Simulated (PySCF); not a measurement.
C12H8, SMILES C1c2c(cc3C=CC=c3c2)=CC=1.

The structure is a stationary point at PBE-D3(BJ)/def2-SVP.

Level of theory: PySCF 2.14.0 with TDA-PBE/def2-SVP.

Vertical excitations. Isolated molecule, no solvent. State labels are in the subgroup D2h.

Computed excitation energies, oscillator strengths and character:
```tsv
state	symmetry	energy (eV)	λ (nm)	f	main pairs
S1	B3g	1.11	1121	0.000	HOMO→LUMO 99 %
S2	B1u	2.93	423	0.154	HOMO−1→LUMO 59 %, HOMO→LUMO+1 38 %
S3	B2u	3.73	332	0.079	HOMO−2→LUMO 87 %
S4	B3g	3.88	320	0.000	HOMO−1→LUMO+1 97 %
S5	Ag	3.98	311	0.000	HOMO−3→LUMO 88 %
S6	B1g	4.03	308	0.000	HOMO−4→LUMO 100 %
T1	B3g	0.92	1350	0	HOMO→LUMO 100 %
T2	B1u	0.98	1268	0	HOMO−1→LUMO 100 %
```
Triplets are in the Tamm–Dancoff approximation.
